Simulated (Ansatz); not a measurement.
Coupled-cluster run, `[O-][Si](O)(O)O`.

```yaml
crystal:
  periodic: [false, false, false]
  atoms:
    - {symbol: O, position_ang: [-1.120988, -0.667899, -1.007077]}
    - {symbol: Si, position_ang: [-0.061929, -0.036740, -0.055205]}
    - {symbol: O, position_ang: [-0.572688, 0.195212, 1.532874]}
    - {symbol: O, position_ang: [0.490148, 1.488604, -0.508363]}
    - {symbol: O, position_ang: [1.359304, -0.922589, 0.123952]}
    - {symbol: H, position_ang: [-1.349253, -0.352580, 1.659833]}
    - {symbol: H, position_ang: [-0.141379, 1.838442, -1.139409]}
    - {symbol: H, position_ang: [1.396794, -1.542450, -0.606606]}
basis:
  gaussian: {orbitals: def2-TZVPPD}
total_charge: -1
correlation: {method: ccsd_t}
```

```sh
$ ansatz run in.yaml --threads 2 --pin off --events-out ev --progress --plain --max-ram 32768MiB --backend cuda --devices 0, --max-vram 18GiB
```

The program prints (abridged):

```
Functional definition: HF
1534 factors; integrals over basis functions are off by at most 8.8e-4 eV
mean field evaluation 1: about -16064.1782 eV, gradient 4.8e1 eV
mean field evaluation 2: about -16064.4150 eV, gradient 4.9e1 eV
mean field evaluation 4: about -16068.7046 eV, gradient 4.4e0 eV
mean field evaluation 8: about -16068.7748 eV, gradient 6.4e-1 eV
mean field -16068.77575226 eV, -590.5166170881 hartree, gradient 3.9e-6 eV, S^2 0.000000; 0 other end points of the search recorded, 0 dependent functions left out
9 core orbitals not correlated: weight in the atoms' cores, before any rotation towards them, 1.000 or more for the frozen orbitals, at most 0.000 for the correlated occupied ones
reference -16068.77575226 eV, -590.5166170881 hartree; 16, 16 occupied and 234, 234 virtual orbitals, 1534 factors
second order -30.00391966 eV of doubles, -0.00000000 eV of singles
cycle   1  -29.26215138 eV  change    7.4e-1 eV  update   1.3e-1
cycle   2  -29.91050027 eV  change   -6.5e-1 eV  update   3.8e-2
cycle   3  -30.07801975 eV  change   -1.7e-1 eV  update   1.9e-2
cycle   4  -30.06592470 eV  change    1.2e-2 eV  update   5.3e-3
cycle   5  -30.05786378 eV  change    8.1e-3 eV  update   2.5e-3
cycle   6  -30.05897491 eV  change   -1.1e-3 eV  update   9.5e-4
cycle   7  -30.05919567 eV  change   -2.2e-4 eV  update   4.0e-4
cycle   8  -30.05892205 eV  change    2.7e-4 eV  update   1.7e-4
cycle   9  -30.05885592 eV  change    6.6e-5 eV  update   5.6e-5
cycle  10  -30.05893530 eV  change   -7.9e-5 eV  update   2.5e-5
cycle  11  -30.05888797 eV  change    4.7e-5 eV  update   9.7e-6
cycle  12  -30.05888579 eV  change    2.2e-6 eV  update   3.3e-6
perturbative correction -1.15080676 eV, -0.0422913683 hartree
Total energy: -16099.98544480 eV, -591.6635521345 hartree
```

Hardware: 2 threads of an AMD EPYC 7R13 on a shared host and a share of an NVIDIA H100 80 GB. Wall time 16 s, peak host memory 0.8 GiB.

The correlation energy is -31.210 eV, 3.7 % of it from (T); the T1 diagnostic reads 0.0144.
